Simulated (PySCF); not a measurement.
PySCF job for B(H)(NCO)(OMe) (C2H4BNO2), SMILES COBN=C=O, TDDFT-CAM-B3LYP/def2-SVPD. Geometry: B3LYP-D3(BJ)/def2-SVP. This is a generated structure with no PubChem entry under its InChIKey; it may be hypothetical. The values are those of a single conformer.

```python
import numpy as np
from pyscf import gto, scf, dft, tdscf

mol = gto.M(
    atom='''
    B    -0.55758045    0.55766966   -0.00000000
    H    -1.73244261    0.84567402    0.00000000
    N    -0.15462156   -0.80824057    0.00000000
    C     0.01396251   -1.99292691    0.00000000
    O     0.19843038   -3.15036150   -0.00000000
    O     0.39525391    1.50642477    0.00000000
    C     0.10661691    2.89037295    0.00000000
    H     0.55449410    3.35386958   -0.89299627
    H     0.55449410    3.35386959    0.89299627
    H    -0.97924333    3.08274004    0.00000000
    ''',
    basis='def2-SVPD',
    charge=0,
    spin=0,
    symmetry=True,
    max_memory=1600,
    verbose=4,
)
mf = dft.RKS(mol, xc='cam-b3lyp').density_fit(auxbasis='def2-universal-jkfit')
mf.grids.level = 3
mf.conv_tol = 1e-9
mf.max_cycle = 100
mf.kernel()
mf.grids = dft.Grids(mol).set(level=1).build(with_non0tab=True)  # coarser grid for the response kernel
td = tdscf.TDDFT(mf)
td.singlet = True
td.nstates = 10
td.conv_tol = 1e-4
td.positive_eig_threshold = 1e-6
td.kernel(x0=td.get_init_guess(mf, 15))
td.analyze()
tt = tdscf.TDA(mf)
tt.singlet = False
tt.nstates = 4
tt.conv_tol = 1e-4
tt.positive_eig_threshold = 1e-6
tt.kernel(x0=tt.get_init_guess(mf, 9))
tt.analyze(verbose=3)
```

Log of the run:

```
PySCF version 2.14.0

[INPUT] verbose = 4
[INPUT] num. atoms = 10
[INPUT] num. electrons = 44
[INPUT] charge = 0
[INPUT] spin (= nelec alpha-beta = 2S) = 0
[INPUT] symmetry True subgroup None
[INPUT] Mole.unit = angstrom
[INPUT] Symbol           X                Y                Z      unit          X                Y                Z       unit  Magmom
[INPUT]  1 B     -0.557580450000   0.557669660000   0.000000000000 AA   -1.053674342912   1.053842925379   0.000000000000 Bohr   0.0
[INPUT]  2 H     -1.732442610000   0.845674020000   0.000000000000 AA   -3.273842059427   1.598092288460   0.000000000000 Bohr   0.0
[INPUT]  3 N     -0.154621560000  -0.808240570000   0.000000000000 AA   -0.292192401353  -1.527353320062   0.000000000000 Bohr   0.0
[INPUT]  4 C      0.013962510000  -1.992926910000   0.000000000000 AA    0.026385319912  -3.766086046176   0.000000000000 Bohr   0.0
[INPUT]  5 O      0.198430380000  -3.150361500000   0.000000000000 AA    0.374979072993  -5.953320428374   0.000000000000 Bohr   0.0
[INPUT]  6 O      0.395253910000   1.506424770000   0.000000000000 AA    0.746921639563   2.846730242561   0.000000000000 Bohr   0.0
[INPUT]  7 C      0.106616910000   2.890372950000   0.000000000000 AA    0.201476760147   5.462013273351   0.000000000000 Bohr   0.0
[INPUT]  8 H      0.554494100000   3.353869580000  -0.892996270000 AA    1.047841986687   6.337894963710  -1.687518380558 Bohr   0.0
[INPUT]  9 H      0.554494100000   3.353869590000   0.892996270000 AA    1.047841986687   6.337894982607   1.687518380558 Bohr   0.0
[INPUT] 10 H     -0.979243330000   3.082740040000   0.000000000000 AA   -1.850501703007   5.825534388831   0.000000000000 Bohr   0.0

nuclear repulsion = 192.78664810963
point group symmetry = Cs
symmetry origin: [-3.00638252e-09 -2.57689918e-09  0.00000000e+00]
symmetry axis x: [1.00000000e+00 3.86874731e-10 1.34454867e-20]
symmetry axis y: [ 3.86874731e-10 -1.00000000e+00 -4.27768255e-11]
symmetry axis z: [-9.91537452e-20 -4.27768255e-11  1.00000000e+00]
num. orbitals of irrep A' = 108
num. orbitals of irrep A" = 50
number of shells = 66
number of NR pGTOs = 226
number of NR cGTOs = 158
basis = def2-SVPD
ecp = {}


[settings echo left out]
init E= -309.265183416671
HOMO (A') = -0.349680497170712  LUMO (A") = -0.0510895086347051  gap/eV = 8.12507
cycle= 1 E= -308.255593429004  delta_E= 1.01  |g|= 0.888  |ddm|= 6.83
HOMO (A") = -0.292048856724848  LUMO (A") = 0.0129413000027752  gap/eV = 8.29920
cycle= 2 E= -308.075780089226  delta_E= 0.18  |g|= 1.37  |ddm|=  2.2
HOMO (A') = -0.359685135101143  LUMO (A") = 0.00845593952794932  gap/eV = 10.01763
cycle= 3 E= -308.405814108732  delta_E= -0.33  |g|= 0.168  |ddm|= 1.32
HOMO (A') = -0.368395425473492  LUMO (A") = 0.0062254096778086  gap/eV = 10.19395
cycle= 4 E= -308.410447869059  delta_E= -0.00463  |g|= 0.0748  |ddm|= 0.22
HOMO (A') = -0.366703494516875  LUMO (A") = 0.00953195214869051  gap/eV = 10.23789
cycle= 5 E= -308.411592444568  delta_E= -0.00114  |g|= 0.00954  |ddm|= 0.0854
HOMO (A') = -0.366120600029495  LUMO (A") = 0.00906374481375039  gap/eV = 10.20929
cycle= 6 E= -308.411607756501  delta_E= -1.53e-05  |g|= 0.00541  |ddm|= 0.0156
HOMO (A') = -0.366435359330927  LUMO (A") = 0.00914264651054397  gap/eV = 10.22000
cycle= 7 E= -308.411613165723  delta_E= -5.41e-06  |g|= 0.001  |ddm|= 0.00699
HOMO (A') = -0.366428213589245  LUMO (A") = 0.00920541537430153  gap/eV = 10.22151
cycle= 8 E= -308.411613410986  delta_E= -2.45e-07  |g|= 0.00033  |ddm|= 0.00231
HOMO (A') = -0.366406199422468  LUMO (A") = 0.00919981818709403  gap/eV = 10.22076
cycle= 9 E= -308.411613449546  delta_E= -3.86e-08  |g|= 7.14e-05  |ddm|= 0.000848
HOMO (A') = -0.366419636037572  LUMO (A") = 0.00919162061397416  gap/eV = 10.22090
cycle= 10 E= -308.411613452831  delta_E= -3.29e-09  |g|= 2.43e-05  |ddm|= 0.000186
HOMO (A') = -0.366416353927201  LUMO (A") = 0.00919656614847497  gap/eV = 10.22095
cycle= 11 E= -308.411613453246  delta_E= -4.15e-10  |g|= 8.23e-06  |ddm|= 7.25e-05
HOMO (A') = -0.366416772668027  LUMO (A") = 0.00919618788999332  gap/eV = 10.22095
Extra cycle  E= -308.411613453272  delta_E= -2.58e-11  |g|= 8.29e-06  |ddm|= 2.21e-05
converged SCF energy = -308.411613453272
tot grids = 40912
Overwritten attributes  positive_eig_threshold  of <class 'pyscf.tdscf.rks.TDDFT'>


******** <class 'pyscf.tdscf.rks.TDDFT'> for <class 'pyscf.df.df_jk.DFSymAdaptedRKS'> ********
nstates = 10 singlet
deg_eia_thresh = 1.000e-03
wfnsym = None
conv_tol = 0.0001
eigh lindep = 1e-12
eigh level_shift = 0
eigh max_cycle = 100


Excitation energies (eV)
[6.02661069 6.94351256 7.42310805 7.71734177 7.82712554 8.18534717
 8.39984652 8.68575598 8.7787729  9.13370239]

** Singlet excitation energies and oscillator strengths **
Excited State   1:   A"      6.02661 eV    205.73 nm  f=0.0022
      22 -> 23        0.68576
      22 -> 29        0.12270
Excited State   2:  ???      6.94351 eV    178.56 nm  f=0.1758
      21 -> 23       -0.61219
      22 -> 24        0.12141
      22 -> 26        0.14278
      22 -> 27        0.11332
      22 -> 28       -0.18691
Excited State   3:  ???      7.42311 eV    167.02 nm  f=0.0049
      18 -> 23       -0.10504
      20 -> 23       -0.67505
Excited State   4:  ???      7.71734 eV    160.66 nm  f=0.0210
      22 -> 24        0.56994
      22 -> 25       -0.35047
      22 -> 26       -0.12999
Excited State   5:   A"      7.82713 eV    158.40 nm  f=0.0020
      19 -> 28       -0.13658
      21 -> 24       -0.53173
      21 -> 25        0.11748
      21 -> 26       -0.17081
      21 -> 27       -0.17703
      21 -> 28        0.26537
      21 -> 32       -0.10915
Excited State   6:  ???      8.18535 eV    151.47 nm  f=0.0006
      19 -> 25        0.10966
      19 -> 26        0.13292
      21 -> 24        0.30313
      21 -> 25       -0.29585
      21 -> 26       -0.35968
      21 -> 27       -0.15390
      21 -> 28        0.28487
Excited State   7:  ???      8.39985 eV    147.60 nm  f=0.2895
      19 -> 23        0.51232
      21 -> 23        0.26082
      21 -> 29       -0.12858
      21 -> 31        0.11668
      22 -> 26        0.20462
      22 -> 27        0.10766
      22 -> 28       -0.18468
Excited State   8:  ???      8.68576 eV    142.74 nm  f=0.0099
      19 -> 24        0.32972
      19 -> 25        0.12646
      21 -> 24        0.25317
      21 -> 25        0.48928
      21 -> 28        0.17647
Excited State   9:  ???      8.77877 eV    141.23 nm  f=0.0751
      19 -> 23       -0.22659
      20 -> 24       -0.36369
      20 -> 25       -0.11336
      22 -> 24        0.30077
      22 -> 25        0.37751
      22 -> 26        0.18513
Excited State  10:  ???      9.13370 eV    135.74 nm  f=0.0133
      17 -> 23        0.11478
      18 -> 23        0.31473
      20 -> 23       -0.13378
      22 -> 23       -0.11963
      22 -> 29        0.41258
      22 -> 31       -0.34067
      22 -> 37       -0.10638
      22 -> 38       -0.12789
      22 -> 40       -0.13249

** Transition electric dipole moments (AU) **
state          X           Y           Z        Dip. S.      Osc.
  1         0.0000     -0.0000      0.1211      0.0147      0.0022
  2         0.0150     -1.0164     -0.0000      1.0334      0.1758
  3        -0.0000      0.0000      0.1636      0.0268      0.0049
  4         0.0417      0.3309      0.0000      0.1112      0.0210
  5         0.0000     -0.0000     -0.1029      0.0106      0.0020
  6        -0.0000     -0.0000      0.0546      0.0030      0.0006
  7         0.1594      1.1754     -0.0000      1.4069      0.2895
  8         0.0000     -0.0000      0.2155      0.0464      0.0099
  9        -0.3344      0.4872      0.0000      0.3492      0.0751
 10        -0.0000     -0.0000     -0.2436      0.0594      0.0133

** Transition velocity dipole moments (imaginary part, AU) **
state          X           Y           Z        Dip. S.      Osc.
  1        -0.0000      0.0000      0.0280      0.0008      0.0024
  2         0.0043     -0.2583      0.0000      0.0667      0.1744
  3         0.0000     -0.0000      0.0417      0.0017      0.0042
  4         0.0196      0.0959     -0.0000      0.0096      0.0225
  5         0.0000     -0.0000     -0.0373      0.0014      0.0032
  6        -0.0000      0.0000      0.0250      0.0006      0.0014
  7         0.0466      0.3618      0.0000      0.1331      0.2874
  8         0.0000     -0.0000      0.0727      0.0053      0.0111
  9        -0.1115      0.1576     -0.0000      0.0373      0.0770
 10        -0.0000     -0.0000     -0.0859      0.0074      0.0147

** Transition magnetic dipole moments (imaginary part, AU) **
state          X           Y           Z
  1        -0.1050     -0.7040     -0.0000
  2         0.0000     -0.0000     -0.1167
  3        -0.2201     -0.9639      0.0000
  4         0.0000      0.0000      0.3716
  5         0.3478      0.0609     -0.0000
  6        -0.4123     -0.0917     -0.0000
  7         0.0000     -0.0000     -0.0083
  8        -0.6822      0.0198     -0.0000
  9        -0.0000      0.0000     -0.2961
 10         0.3075      0.5266     -0.0000
Overwritten attributes  positive_eig_threshold  of <class 'pyscf.tdscf.rks.TDA'>


******** <class 'pyscf.tdscf.rks.TDA'> for <class 'pyscf.df.df_jk.DFSymAdaptedRKS'> ********
nstates = 4 triplet
deg_eia_thresh = 1.000e-03
wfnsym = None
conv_tol = 0.0001
eigh lindep = 1e-12
eigh level_shift = 0
eigh max_cycle = 100


Excitation energies (eV)
[5.78661862 5.88351601 6.81169489 6.99896645]

** Triplet excitation energies and oscillator strengths **
Excited State   1:   A"      5.78662 eV    214.26 nm  f=0.0000
Excited State   2:   A'      5.88352 eV    210.73 nm  f=0.0000
Excited State   3:   A'      6.81169 eV    182.02 nm  f=0.0000
Excited State   4:   A"      6.99897 eV    177.15 nm  f=0.0000
```

The calculation finished and met its thresholds.
